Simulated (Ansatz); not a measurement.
System: C6H11, charge 0, multiplicity 2. It need not be the lowest isomer of its formula. 
Geometry from a B3LYP-D3(BJ)/def2-TZVP (Ansatz, a quantum-chemistry and plane-wave program) optimisation:
SMILES: C=CCC[CH]C
```xyz
17

C     -1.7710     0.0900    -0.7880
C     -2.5538     1.1630    -0.1219
C     -0.6475    -0.5918    -0.0934
C      0.6330     0.2819     0.0119
C      1.7317    -0.4111     0.7523
C      2.9086    -0.7460     0.2385
H     -1.8724    -0.0379    -1.8593
H     -2.7530     0.9192     0.9267
H     -2.0206     2.1267    -0.1177
H     -3.5094     1.3388    -0.6194
H     -0.9499    -0.8668     0.9247
H     -0.3834    -1.5190    -0.6076
H      0.9698     0.5537    -0.9913
H      0.3730     1.2126     0.5267
H      1.5158    -0.6697     1.7867
H      3.1640    -0.5120    -0.7892
H      3.6598    -1.2612     0.8234
```
Charge 0, spin multiplicity 2.

Total electronic energies in hartree. Cores are frozen in the correlated levels unless marked. Open shells are spin-unrestricted. No spin-orbit coupling. Non-relativistic. CBS marks a two-point X^-3 extrapolation of the correlation energy; Hartree-Fock from the larger set. The bracket is a focal-point correction in the basis named.

| level | program | energy (Eh) |
|---|---|---|
| HF/cc-pwCVTZ | Ansatz | -233.63172 |
| RI-HF/cc-pVQZ | Ansatz | -233.64487 |
| SVWN5/def2-TZVPD | Ansatz | -233.02701 |
| revPBE-D3(BJ)/def2-TZVPD | Ansatz + dftd3 | -235.22310 |
| revPBE/def2-TZVPD | Ansatz | -235.19002 |
| PBE0-D3(BJ)/def2-TZVPD | Ansatz + dftd3 | [?] |
| PBE0/def2-QZVPP | Ansatz | -234.98465 |
| r2SCANh-D4/def2-TZVPD | Ansatz + dftd4 | -235.11027 |
| r2SCAN0-D4/def2-TZVPD | Ansatz + dftd4 | -235.10027 |
| HSE06-D3(BJ)/def2-TZVPD | Ansatz + dftd3 | -234.96169 |
| CAM-B3LYP-D3(BJ)/def2-TZVPD | Ansatz + dftd3 | -235.13141 |
| B2PLYP-D4/def2-TZVPD | Ansatz + dftd4 | -235.03489 |
| PBE-QIDH/def2-TZVPD | Ansatz | -234.92437 |
| RPA@PBE/cc-pVQZ | Ansatz | -235.38945 |
| MP2/STO-3G | Ansatz | -231.04975 |
| MP2/cc-pVTZ | Ansatz | -234.62332 |
| RI-MP2/CBS(cc-pVTZ,cc-pVQZ) | Ansatz | -234.7446 |
| SCS-MP2/STO-3G | Ansatz | -231.07661 |
| SCS-MP2/cc-pVDZ | Ansatz | -234.37669 |
| CCSD/STO-3G | Ansatz | -231.16408 |
| CCSD(T)/6-31G* | Ansatz | -234.39663 |
| CCSD(T)/cc-pwCVTZ | Ansatz | -234.74559 |
| RI-MP2/CBS(cc-pVTZ,cc-pVQZ)+[CCSD(T)-MP2]/cc-pVTZ | Ansatz | -234.8540 |

What belongs in the gaps?


- PBE0-D3(BJ)/def2-TZVPD, energy (Eh): -234.97954
